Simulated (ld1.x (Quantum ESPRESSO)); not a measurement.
manganese (Mn), PAW: configuration errors across variants

manganese (Mn), PAW, made with ld1.x (Quantum ESPRESSO) 7.5 (PBE, scalar-relativistic). Core [Ne] 3s2, reference 3p6 3d5 4s1 4p0 (charge +1). Waves: 4s (bound): rcut 2.10, rcutus 2.45 bohr; 4s channel at 0.05 Ry: rcut 2.10, rcutus 2.45 bohr; 3p (bound): rcut 1.25, rcutus 1.55 bohr; 4p (bound, empty): rcut 1.25, rcutus 1.55 bohr; 3d (bound): rcut 1.10, rcutus 1.30 bohr; 3d channel at -0.55 Ry: rcut 1.10, rcutus 1.30 bohr. Local part: all-electron potential smoothed inside 1.10 bohr (lloc = -2). Core correction: Bessel-smoothed model core inside 0.85 bohr. Augmentation charge: BESSEL, radius 0.80 bohr.

All-electron excitation energies from the reference (eV): (1) 3p6 3d5 4s2 4p0 -8.416; (2) 3p6 3d5 4s0 4p0 15.599; (3) 3p6 3d4 4s0 4p0 48.118; (4) 3p6 3d6 4s0 4p0 -1.603; (5) 3p6 3d5 4s1.5 4p0 -5.055; (6) 3p6 3d5 4s0 4p1 4.740; (7) 3p6 3d5.5 4s1.5 4p0 -8.898.

The overlap operator is not positive definite (basis up to 400 Ry) in “local potential all-electron potential smoothed inside 1.05 bohr (lloc = -1)”, “local potential all-electron potential smoothed inside 1.00 bohr (lloc = -2)”. Such files are unfit for use, however small their errors in these radial tests.

Tests that are not counted but printed errors over 1 eV. “waves 3d (bound): rcut 1.10, rcutus 1.92 bohr; 3d channel at -0.55 Ry: rcut 1.10, rcutus 1.92 bohr”: 3p6 3d4 4s0 4p0 (solver errors, printed error -1386 eV).

3 further variants failed, have other tests or another functional or relativity, and are left out.

A true bound ghost makes a file unfit for plane-wave use even where its test errors are small: the radial tests pick states by their node count and pass the ghost by. Where a test does run into it, the solver fails or the error is huge.

Errors AE − PS in meV (a dash: test not solved or not reliable):

```tsv
change	(1)	(2)	(3)	(4)	(5)	(6)	(7)	bound ghosts
base	+0.9	+4.5	-52	-3.4	+0.8	+3.4	-1.6	s
local potential all-electron potential smoothed inside 1.05 bohr (lloc = -1)	+11	+37	+52	+8.7	+4.0	+33	+0.4	s (p not tested, overlap not positive)
waves 3d (bound): rcut 1.10, rcutus 1.92 bohr; 3d channel at -0.55 Ry: rcut 1.10, rcutus 1.92 bohr	-1.8	+5.1	–	-12	-0.2	+3.3	-2.6	s
local potential all-electron potential smoothed inside 1.00 bohr (lloc = -2)	+32	+107	+95	+59	+12	+71	+0.4	s (p not tested, overlap not positive)
wave 3d channel at -0.55 Ry: rcut 1.10, rcutus 1.30 bohr becomes 3d channel at 3.55 Ry: rcut 1.10, rcutus 1.30 bohr	+1.6	+12	-38	-6.7	+0.9	+8.7	-2.2	s
```

(1) Give the same row for: core correction a·sin(br)/r model core, default radius (ld1.x builds one for every PAW set, though the input has nlcc=.false.).

Answers

(1) +1.6, +8.7, -66, -4.7, +1.1, +4.7, -2.2; bound ghosts: s.
